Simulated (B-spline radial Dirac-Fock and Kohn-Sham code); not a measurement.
Form factor and incoherent scattering function of Nd³⁷⁺

System: neodymium as Nd³⁷⁺, configuration [Ar] 3d5.

These are calculated numbers from a radial atomic solver; the model is relativistic Hartree-Fock (Dirac-Fock) wave functions, averaged over the configuration. f₀ is the Fourier transform of the spherical electron density, S the Waller-Hartree incoherent function, and s = sin θ/λ. The electron scattering factor follows from the Mott-Bethe formula f_e = 0.023934 Å⁻¹·(Z − f₀)/s².

```tsv
s (Å⁻¹)	f₀	S	f_e (Å)
0	23.000	0.000	–
0.05	22.983	0.016	354.389
0.1	22.931	0.064	88.722
0.15	22.845	0.143	39.523
0.2	22.725	0.253	22.304
0.25	22.572	0.394	14.333
0.3	22.387	0.562	10.002
0.35	22.172	0.758	7.391
0.4	21.927	0.980	5.695
0.45	21.654	1.226	4.532
0.5	21.355	1.494	3.700
0.6	20.686	2.089	2.614
0.7	19.933	2.748	1.957
0.8	19.116	3.454	1.529
0.9	18.249	4.192	1.234
1	17.351	4.945	1.021
1.1	16.437	5.702	0.862
1.2	15.524	6.450	0.739
1.4	13.749	7.887	0.565
1.6	12.113	9.210	0.448
1.8	10.669	10.398	0.364
2	9.441	11.450	0.303
2.5	7.266	13.567	0.202
3	6.028	15.144	0.144
3.5	5.262	16.381	0.107
4	4.667	17.394	0.083
5	3.600	18.941	0.054
6	2.702	19.988	0.038
```

f₀ starts at the number of electrons, 23, and has fallen to half at s ≈ 1.68 Å⁻¹. The sum of ⟨r²⟩ over the electrons is 0.9415 bohr². For an ion f_e diverges as s goes to zero, because of the net charge.
